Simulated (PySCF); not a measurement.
Compound: C₃H₃F₃O.
SMILES with atom numbers: `[CH2:1]=[C:2]([F:3])[O:4][CH:5]([F:6])[F:7]` (hydrogens: H8, H9 on C1; H10 on C5)

Structure used (PBE0-D3(BJ)/def2-SVP), in Å, numbered top down from 1:
```
atom  x, y, z in Å
C1     1.8218    0.2058   -0.5190
C2     0.6671   -0.3809   -0.2406
F3     0.1947   -1.4178   -0.9257
O4    -0.1284   -0.0463    0.7930
C5    -1.4780    0.0940    0.5474
F6    -2.0631    0.2044    1.7312
F7    -1.6967    1.2177   -0.1475
H8     2.4513   -0.1852   -1.3164
H9     2.1375    1.0665    0.0673
H10   -1.8956   -0.7591   -0.0116
```

Linear response at PBE0/def2-SVPD (PySCF, frozen core in the response, non-relativistic). Isolated species at its PBE0-D3(BJ)/def2-SVP geometry (one conformer only).

Static isotropic polarisability: 45.33 au (6.72 Å³), principal values 35.8, 40.9, 59.2 au.

(1) What is the polarisability at 1064 nm and at the sodium D line?

(2) What is the isotropic C6 coefficient between two such molecules, C6 = (3/π)∫α(iω)² dω?

(3) Which effective excitation energy ω̄ makes London's formula C6 = (3/4)α²ω̄ exact here?

(4) The lowest 6 singlets have (eV, f): 7.18, 0.025; 7.56, 0.410; 7.92, 0.020; 8.39, 0.002; 8.64, 0.004; 8.89, 0.009. What share of the static polarisability do they carry in the sum over states α = Σ f/ω²?

(5) What does −C6/R⁶ come to at R = 12 Å between centres?

(6) What three-body coefficient follows from the one-pole estimate C9 = (3/4)·α·C6?

(7) What n − 1 at the D line would an ideal gas of it have at 273.15 K and 1 atm (2.6868 × 10¹⁹ cm⁻³), by n − 1 = 2π·N·α′?

Answers

(1) 45.66 au at 1064 nm (+0.7 %), 46.44 au at 589.3 nm (+2.4 %). The rise at 589.3 nm is 3.38 times that at 1064 nm; a pure ω² law gives 3.26. The lowest singlet lies at 173 nm, shorter than both wavelengths.

(2) 1008 au (Eh·bohr⁶) by a ten-point quadrature over imaginary frequencies, which is 602 eV·Å⁶ or 58.1 J·nm⁶/mol.

(3) ω̄ = 4·C6/(3α²) = 0.654 Eh = 17.8 eV. A one-pole form α(ω) = α/(1 − ω²/ω̄²) fitted to the 1064 nm value gives 13.7 eV.

(4) 6.05 au, 13.3 % of α; the largest term, 5.32 au, is that of the state at 7.56 eV. Their oscillator strengths add up to 0.47. Higher states carry the rest.

(5) -19 J/mol. This is the leading, orientation-averaged term; C8 and higher terms are left out.

(6) 34300 au. This is an estimate from the two numbers above, not a computed integral.

(7) 11.62 × 10⁻⁴, a formal value whether or not that pressure can be reached.

Cost: about 30 s of CPU time on one thread; the machine was shared, so the figure is rough. This is the whole response run at PBE0/def2-SVPD, SCF included.
